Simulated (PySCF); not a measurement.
Pentafluorobenzonitrile, C7F5N.
Numbering: `[N:1]#[C:2][c:3]1[c:4]([F:5])[c:6]([F:7])[c:8]([F:9])[c:10]([F:11])[c:12]1[F:13]`

Cartesian coordinates in Å at the PBE0-D3(BJ)/def2-SVP level; atoms count from 1:
```xyz
13
C7F5N angstrom
N      3.6395    0.3165   -0.3960
C      2.4924    0.2172   -0.2709
C      1.0821    0.0939   -0.1184
C      0.2862    1.2292    0.0885
F      0.8386    2.4210    0.1419
C     -1.0908    1.1124    0.2426
F     -1.8332    2.1823    0.4388
C     -1.6859   -0.1485    0.1826
F     -2.9865   -0.2634    0.3253
C     -0.9101   -1.2897   -0.0227
F     -1.4839   -2.4745   -0.0752
C      0.4662   -1.1644   -0.1753
F      1.1896   -2.2440   -0.3715
```

Probes without a nucleus sit at each ring's centroid and 1 Å off its mean plane on both sides; NICS is minus the shielding there, NICSzz its component along the normal. Level: GIAO PBE/pcSseg-2 (PySCF, non-relativistic, gas phase) on the PBE0-D3(BJ)/def2-SVP geometry, one conformer.

Ring bond lengths (Å): C3–C4 1.402, C4–C6 1.390, C6–C8 1.396, C8–C10 1.395, C10–C12 1.390, C12–C3 1.402.

Give the NICS values of each ring in ppm.

```tsv
ring	type	NICS(0)	NICS(1), two faces	NICS(1)zz, two faces	rms pucker (Å)	centre to ring atoms, mean (Å)
C3–C4–C6–C8–C10–C12	6-membered carbocycle; formal bonds all aromatic	-15.1	-9.8 / -9.8	-20.3 / -20.3	0.00	1.40
```

What can be read from them?

- C3–C4–C6–C8–C10–C12: mean NICS(1)zz -20.3 ppm, shielded. The ring is flat and has no four-coordinate atom; by the NICS criterion it is aromatic. NICS(0) lies 5 ppm below the mean NICS(1).

What does the geometric index give? HOMA takes Krygowski's 1993 parameters.

- C3–C4–C6–C8–C10–C12: HOMA 0.98 = 1 − EN − GEO, with mean bond length 1.396 Å, EN = α(Ropt − mean)² = 0.016 and GEO = α × variance = 0.006. The geometric and the magnetic index point the same way.

What is the mean of the two in-plane components of NICS at the second NICS(1) probe listed for ring C3–C4–C6–C8–C10–C12, 1 Å off the ring?

The isotropic value is a third of the trace: (3 × -9.8 − (-20.3))/2 = -4.6 ppm.

What are the shieldings of the ring atoms and their hydrogens in the same run (means over atoms taken as equivalent)?

| atoms | environment | σ isotropic (ppm) |
| --- | --- | --- |
| C3 | substituted aromatic carbon | 84.8 |
| C4 (×2) | aromatic C–F carbon | 19.6 |
| C6 (×2) | aromatic C–F carbon | 30.9 |
| C8 | aromatic C–F carbon | 23.2 |

How do the values depend on the level or the medium?

```tsv
level	NICS(0), C3–C4–C6–C8–C10–C12	mean NICS(1)zz, C3–C4–C6–C8–C10–C12
PBE/pcSseg-2, gas	-15.1	-20.3
PBE0/pcSseg-1, gas	-15.8	-22.7
```

The geometry is the same throughout.
